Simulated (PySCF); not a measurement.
This PySCF input asks for the NMR shieldings of SMILES C=[CH][Al]([CH3])[c]1cccs1, C₇H₉AlS; the geometry comes from GFN2-xTB.

```python
import basis_set_exchange as bse
import numpy as np
from pyscf import gto, dft
from pyscf.prop import nmr

atoms = """
C    -3.255210   -1.266043   -0.293395
C    -1.933373   -1.287383   -0.123887
Al   -0.868442    0.377854   -0.001717
C    -1.512550    2.255022    0.049497
C     1.080818    0.061656    0.086104
C     1.802791   -1.100312   -0.041511
C     3.198536   -0.938664    0.072543
C     3.551381    0.355331    0.289841
S     2.185403    1.391013    0.356909
H    -3.798377   -0.334009   -0.370640
H    -3.865984   -2.158101   -0.364538
H    -1.466215   -2.273640   -0.056686
H    -1.009579    2.871521   -0.705204
H    -2.589785    2.354368   -0.119684
H    -1.298736    2.730293    1.014129
H     1.330144   -2.053828   -0.215765
H     3.906884   -1.745827   -0.002883
H     4.533535    0.767067    0.415230
"""
names = dict.fromkeys(["C", "Al", "S", "H"], "pcSseg-1")
basis = {el: gto.basis.parse(bse.get_basis(n, elements=[el], fmt="nwchem")) for el, n in names.items()}
mol = gto.M(atom=atoms, basis=basis, charge=0, verbose=0)
mf = dft.RKS(mol, xc="PBE0")
mf.grids.level = 2
mf.grids.alignment = dft.numint.BLKSIZE   # the property module wants whole blocks of grid points
mf.conv_tol = 1e-9
mf.kernel()

calc = nmr.RKS(mf)   # GIAO
C = mf.mo_coeff
Co = C[:, mf.mo_occ > 0]
resp = mf.gen_response(singlet=True, hermi=2)
def vind(x):   # induced exchange potential for any number of trial vectors
    d = np.einsum("pi,xij,qj->xpq", C, 2 * x.reshape(-1, C.shape[1], Co.shape[1]), Co, optimize=True)
    return np.einsum("xpq,pi,qj->xij", resp(d - d.transpose(0, 2, 1)), C, Co, optimize=True).ravel()
mo1, _ = nmr.rhf.solve_mo1(calc, with_cphf=vind)
sigma = calc.kernel(mo1)
for i, s in enumerate(sigma):   # ppm
    print("%2d %-2s %9.2f" % (i, mol.atom_pure_symbol(i), np.trace(s) / 3))
```

Problem. What are the results?

Solution. 
```
 0 C      34.77
 1 C      34.96
 2 Al    327.60
 3 C     199.34
 4 C      31.51
 5 C      42.95
 6 C      55.41
 7 C      43.15
 8 S     227.20
 9 H      25.06
10 H      24.67
11 H      24.28
12 H      31.40
13 H      31.35
14 H      31.48
15 H      23.79
16 H      24.22
17 H      24.01
```

These numbers come from an equivalent density-fitted implementation of the same equations, which agrees with the script to about 0.01 ppm for H and up to a few tenths of a ppm for heavy atoms, so last digits may differ.

Size and cost of the density-fitted run: 212 basis functions, 39 s wall time on 1 thread of an Arm Neoverse V1, shared host; peak memory 0.95 GiB.
